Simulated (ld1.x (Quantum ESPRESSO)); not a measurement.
## Before and after: TM potential for Se

ld1.x (Quantum ESPRESSO) 7.5 input, shortened:

```
&input
   title='Se', zed=34., rel=1, dft='PBESOL', iswitch=3,
   config='[Ar] 3d10 4s2 4p4'
 /
 &inputp
   pseudotype=2, tm=.true., lloc=-2, rcloc=1.40,
   nlcc=.true.
 /
3
4S  1  0   2.00   0.00  1.55  1.55  0.0
4P  2  1   4.00   0.00  1.40  1.40  0.0
3D  3  2  10.00   0.00  0.85  0.85  0.0
 &test
   configts(1)='3d10 4s2 4p4'
 /
```

Change: local potential all-electron potential smoothed inside 0.60 bohr (lloc = -2).

Cutoffs: the cutoffs (Ry, on a coarse ladder) from which the occupation-weighted sum of valence levels, in a spherical-Bessel basis at the reference potential, stays within 10 and 1 mRy of its value at 400 Ry; they do not see the model core or the augmentation charge, which bear on the density cutoff. Errors are all-electron minus pseudo energies relative to the spin-unpolarised reference configuration.

Problem. Predict the effect on cutoff, ghosts and configuration errors.

Solution. A bound ghost appears in p, s, which as a rule spoils a file; the number of tests that count goes from 7 to 6; of the 6 tests that both files solve, the error grows in 5 and shrinks in 1 by more than 15 % and 0.3 meV (median size 0.9 → 10.0 meV); the range in which the s phases agree widens (upper end 2.9 → at the end of the scan); the range in which the d phases agree widens (upper end 0.3 → at the end of the scan). In the separable form a ghost depends on how the local part lies against the semilocal potential of the channel, so the choice of the local part can create or remove one.

```tsv
quantity	base	changed
cutoff, loose	over 300 Ry	over 300 Ry
cutoff, tight	over 300 Ry	over 300 Ry
loose cutoff by channel (10 mRy a level)	s 18 Ry, p 10 Ry, d 300 Ry	s 30 Ry, p 8 Ry, d 300 Ry
bound ghosts	none	s, p
tests counted (converged, no solver errors)	7 of 7	6 of 7
error for 3d10 4s2 4p3, meV [ΔE 10.85 eV]	+1.3	-8.2
error for 3d10 4s2 4p2, meV [ΔE 31.22 eV]	+10.0	-28
error for 3d10 4s0 4p6, meV [ΔE 21.98 eV]	0.0	-29
error for 3d10 4s1 4p5, meV [ΔE 10.89 eV]	-0.5	-6.9
error for 3d10 4s2 4p3.5, meV [ΔE 4.31 eV]	0.0	-2.2
error for 3d10 4s2 4p0, meV [ΔE 104.33 eV]	+33	+12
s: phases at 1.70 bohr within 0.05 rad from the reference energy up to (Ry; the scan ends near 5)	2.9	to the end of the scan
p: phases at 1.70 bohr within 0.05 rad from the reference energy up to (Ry; the scan ends near 5)	4.2	to the end of the scan
d: phases at 1.70 bohr within 0.05 rad from the reference energy up to (Ry; the scan ends near 5)	0.3	to the end of the scan
```

Changed file: Tests not counted: 3d10 4s2 4p1 (solver errors, printed error -5.7 eV). A true bound ghost makes a file unfit for plane-wave use even where its test errors are small: the radial tests pick states by their node count and pass the ghost by. Where a test does run into it, the solver fails or the error is huge.
